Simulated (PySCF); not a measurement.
C₂H₃BF₂O, SMILES CC(=O)B(F)F. Atoms are numbered in the order given.

```xyz
9

C     -0.8869     1.7629     0.0000
C      0.2673     0.7844     0.0000
O      1.4409     1.1406     0.0000
B     -0.0701    -0.8003     0.0000
F      0.8977    -1.6994     0.0000
F     -1.3286    -1.2326     0.0000
H     -1.5348     1.5890    -0.8861
H     -1.5348     1.5890     0.8861
H     -0.5120     2.8034     0.0000
```
Charge 0, spin multiplicity 1.

The structure is a stationary point at PBE-D3(BJ)/def2-SVP. This is a generated structure with no PubChem entry under its InChIKey; it may be hypothetical. The values are those of a single conformer.

These are PBE-D3(BJ)/def2-SVP run with PySCF values and carry that method's errors.

Harmonic, unscaled wavenumbers; measured fundamentals usually lie a few per cent lower.

Computed vibrational spectrum:
```
mode  ν (cm⁻¹)  IR (km/mol)  moving atoms (share of kinetic energy)
----  --------  -----------  --------------------------------------
1           25          2.4           F 50 %, O 24 %, C 17 %, H 9 %
2          136          0.8                                  H 96 %
3          166          4.2          F 47 %, C 23 %, O 16 %, H 11 %
4          325         11.7   C 38 %, B 29 %, H 14 %, F 10 %, O 9 %
5          332          1.9          F 46 %, O 25 %, C 17 %, H 11 %
6          417          1.3           F 43 %, O 22 %, C 19 %, H 9 %
7          534         33.5   F 35 %, C 23 %, O 20 %, H 12 %, B 9 %
8          635         19.9                  B 51 %, H 26 %, C 17 %
9          671          0.8    F 45 %, C 26 %, H 12 %, O 8 %, B 8 %
10         917         12.7                  H 47 %, C 40 %, O 11 %
11         951          0.4                          H 48 %, C 45 %
12        1100        119.0          C 48 %, H 24 %, F 13 %, B 13 %
13        1287         72.9                  H 60 %, B 19 %, C 14 %
14        1329        113.9          B 37 %, C 34 %, H 18 %, F 10 %
15        1371         30.6                                  H 91 %
16        1381         14.4                                  H 96 %
17        1426        223.3                          B 74 %, F 23 %
18        1730        103.3                          C 61 %, O 38 %
19        2962          0.1                                  H 97 %
20        3042          1.4                           H 91 %, C 9 %
21        3100          4.1                          H 90 %, C 10 %
```
